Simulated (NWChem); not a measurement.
## Dipole moment of CuF

```xyz
2

Cu     0.0000     0.0000    -0.4146
F      0.0000     0.0000     1.3359
```
Charge 0, spin multiplicity 1.

All runs are NWChem calculations. The geometry was optimised at B3LYP/def2-SVP, a minimum by its harmonic frequencies.

Basis set: def2-SVPD. The CCSD dipole comes from the Λ equations, without orbital relaxation.

The correlated methods keep 10 core orbitals frozen. B3LYP has NWChem's definition, with VWN1-RPA local correlation. The structure started from a generated list of species. Coupled-cluster values serve here as a point of comparison, not as the truth.

For the dipole moment, HF gives 6.58 D and B3LYP gives 5.47 D. What do BHandHLYP, CCSD, PBE give?

BHandHLYP: 6.04 D; CCSD: 6.05 D; PBE: 4.99 D.
